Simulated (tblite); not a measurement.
H₁₂MnO₆ (SMILES [OH2]->[Mn+2](<-[OH2])(<-[OH2])(<-[OH2])(<-[OH2])<-[OH2]), charge +2, sextet, at a GFN2-xTB geometry (such geometries of metal compounds can be far from the true shape); GFN1-xTB in tblite.

tblite was given this input:
```
$ tblite run mol.xyz --method gfn1 --charge 2 --spin 5 --efield 0,0,0.1 --json tblite.json --no-restart

# file mol.xyz
19

Mn    -0.00063942     0.00020933     0.00001784
O     -0.82550013     1.89228342    -1.07802357
H     -1.63758451     1.95817530    -1.59398725
H     -0.43216225     2.77281080    -1.08098040
O      1.82393510     1.16911336     0.84561490
H      1.87320341     1.64034769     1.68558344
H      2.67593419     1.29945647     0.41299253
O      1.20817102    -0.47524321    -1.92953272
H      1.77470768    -1.24085005    -2.08097995
H      1.22506864     0.03828599    -2.74564457
O     -1.16899651     0.58686199     1.92700856
H     -1.73161816     1.36017882     2.05142413
H     -1.20228042     0.09339134     2.75491605
O     -1.83661873    -1.22494394    -0.74206859
H     -1.91193093    -1.70521728    -1.57496564
H     -2.68021292    -1.33794237    -0.28861353
O      0.80633101    -1.95046856     0.97679709
H      0.39238237    -2.82137762     0.96264610
H      1.61190443    -2.04331680     1.49879762
```

The log (banner, timings and long lists left out):

```
xTB calculator
 | screened Coulomb repulsion
 | Coulomb electrostatics
 |  * isotropic Klopman-Ohno-Mataga-Nishimoto electrostatics
 |  * onsite third-order electrostatics
 | DFT-D3(BJ) dispersion correction
 | Interactions (1)
 | [1] electric field

halogen bonding energy    0.0000000000000E+00 Eh
repulsion energy          2.1483621893885E-01 Eh
dispersion energy        -6.2430717594026E-03 Eh
interaction energy        0.0000000000000E+00 Eh
number of electrons       5.3000000000000E+01 e
integral cutoff           3.3173650920651E+01 bohr

------------------------------------------------------------
  cycle        total energy    energy error   density error
------------------------------------------------------------
      1     -35.24630453199  -3.5454898E+01   4.3912640E-01
      2     -24.65738857892   1.0588916E+01   5.4101090E-01
      3     -12.13510313204   1.2522285E+01   6.4027892E-01
      4     -35.77480187763  -2.3639699E+01   1.5820309E-01
      5     -35.83286838439  -5.8066507E-02   8.0867617E-02
      6     -35.84206970764  -9.2013233E-03   5.1678415E-02
      7     -35.92341194031  -8.1342233E-02   1.4620212E-02
      8     -35.92139912004   2.0128203E-03   1.3872321E-02
      9     -35.92775446106  -6.3553410E-03   4.3805150E-03
     10     -35.92777695094  -2.2489875E-05   2.6199669E-03
     11     -35.92791383172  -1.3688078E-04   1.1260380E-03
     12     -35.92794723064  -3.3398918E-05   3.7959165E-04
     13     -35.92795042481  -3.1941676E-06   2.0831519E-04
     14     -35.92795212815  -1.7033462E-06   5.5485991E-05
     15     -35.92795218457  -5.6420909E-08   2.3462519E-05
     16     -35.92795220692  -2.2342483E-08   4.7169158E-06
------------------------------------------------------------

electronic energy        -3.6136545354096E+01 Eh
total energy             -3.5927952206916E+01 Eh

Post processing:
 | Mayer-Wiberg bond orders

[Info] JSON dump of results written to 'tblite.json'
```
